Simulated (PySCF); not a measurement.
Structure problem from calculated spectra and properties.

Formula: C4H14Si4.

| Property | Result |
| --- | --- |
| UV, strongest line | among the 10 lowest singlet transitions: S10 at 7.06 eV (176 nm, f = 0.166) [TDDFT wB97X-D/def2-SVPD] |
| 13C NMR | chemical shifts (computed TMS as zero) by class: 118.1 (1 C), 82.6 (1 C), 6.1 (1 C), -2.9 (1 C) ppm [GIAO PBE0/pcSseg-1] |
| Rotational structure | rotational constants A, B, C: 0.856, 0.644, 0.558 GHz [PBE0-D3(BJ)/def2-SVP] |
| Valence photoelectron | vertical ionisation energy: 8.89 eV [ΔSCF wB97X-D/def2-SVPD] |
| Polarisability | 168.1 au [wB97X-D/def2-SVPD] |
| Dipole | 1.46 D [wB97X-D/def2-SVPD] |
| Triplet | lowest triplet excitation (Tamm–Dancoff): 4.89 eV [TDA wB97X-D/def2-SVPD] |
| NMR, other nuclei | isotropic shieldings of nuclei other than C and H, by class: 413 (1 Si), 455 (1 Si), 457 (1 Si), 481 (1 Si) ppm [GIAO PBE0/pcSseg-1] |

Gas-phase values; electronic properties from PySCF, density fitting. Levels stand in brackets. One conformer (not necessarily the lowest) at the PBE0-D3(BJ)/def2-SVP geometry, without solvent, vibrations or thermal averaging. NMR classes are plain means over equivalent atoms (diastereotopic ones count apart unless rotation or inversion swaps them), as if these changed places fast.

Problem. Give a SMILES that accounts for the data.

Solution. Numbering: `[CH3:1][C:2]#[C:3][Si@H:4]([CH3:5])[SiH:6]([SiH3:7])[SiH3:8]`. Its formula, C4H14Si4, gives 2 degrees of unsaturation: 0 rings and 2 π bonds in the structure found. 4 carbons fall into 4 classes; from least to most shielded: alkyne carbon [C2] (118.1 ppm), alkyne carbon [C3] (82.6 ppm), propargylic carbon [C1] (6.1 ppm), Si-methyl carbon [C5] (-2.9 ppm). The other shieldings belong to: 413 ppm, SiH silicon [Si4]; 455 ppm, SiH3 silicon [Si7]; 457 ppm, SiH3 silicon [Si8]; 481 ppm, SiH silicon [Si6]. The first electron is taken from the HOMO, whose largest Löwdin shares are 0.21 on an SiH silicon, 0.17 on each of 2 atoms of one kind (alkyne carbon) and 0.17 on an SiH silicon. The optimised geometry has point group C1 and is an asymmetric top. Structure: `C(#C[Si@H](C)[SiH]([SiH3])[SiH3])C`. Computed isomers that give other values at the same levels: `C#C[Si@H](CC)[SiH2][SiH2][SiH3]` (13C chemical shifts (computed TMS as zero) by class: 107.8 (1 C), 85.9 (1 C), 10.0 (1 C), 7.8 (1 C) ppm); `CC#C[SiH2][Si@@H](C)[SiH2][SiH3]` (13C chemical shifts (computed TMS as zero) by class: 117.7 (1 C), 77.3 (1 C), 6.2 (1 C), -8.4 (1 C) ppm); `C[Si@H]1[SiH2][Si@@H](C2CC2)[SiH2]1` (13C chemical shifts (computed TMS as zero) by class: 6.5 (2 C), -7.2 (1 C), -8.1 (1 C) ppm). The assignments are read from this structure; whether some other isomer fits the data as well wasn't checked. The mirror image fits equally.

Shape of the structure used: `[CH3:1][C:2]#[C:3][Si@H:4]([CH3:5])[SiH:6]([SiH3:7])[SiH3:8]`: C3–Si4–Si6–Si7 -59°.
